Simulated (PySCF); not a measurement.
Vertical excitations of a molecule FH7OSi3 from TDDFT-M06-2X/def2-SVPD (PySCF), as energy in eV (oscillator strength): 6.46 (0.001), 6.53 (0.206), 7.30 (0.067), 7.39 (0.026), 7.42 (0.065), 7.44 (0.095), 7.62 (0.023), 7.87 (0.039), 7.98 (0.272), 8.17 (0.075). Lowest triplet (TDA): 5.83 eV. Geometry optimised at r2SCAN-D4/def2-SVP. One conformer was computed; it need not be the lowest.

Task: Pick the molecule that these values belong to.
A. O[Si@@H](F)[SiH2][SiH3]
B. O[SiH2][Si@H](F)[SiH3]
C. F[SiH2][SiH2]O[SiH3]
D. O[SiH2][SiH2][SiH2]F

Result: A, O[Si@@H](F)[SiH2][SiH3]
